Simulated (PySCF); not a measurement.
## From a computed spectrum to the compound

A species of 3 atoms with charge 1 has these harmonic modes (PBE0, small Gaussian bases with core potentials, PySCF 2.14.0):

| cm⁻¹ | km/mol | symmetry |
| --- | --- | --- |
| 93 | 8.4 | π |
| 93 | 8.4 | π |
| 376 | 11.3 | σ+ |
| 723 | 0.0 | σ+ |

Question: Which species is it, and in which structure?

Answer: [PbOCl]+ (singlet):
```xyz
3

Pb    0.1984    0.0000   -0.0165
O     2.0891    0.0000   -0.1734
Cl   -2.1355    0.0000    0.1772
```
Ideal gas at 298.15 K and 1 bar: S = 288.6 J/(mol K), Cp = 55.1 J/(mol K), H − H(0 K) = 13.8 kJ/mol (rigid rotor, harmonic modes, spin degeneracy alone). 
 This is one of several that fit.
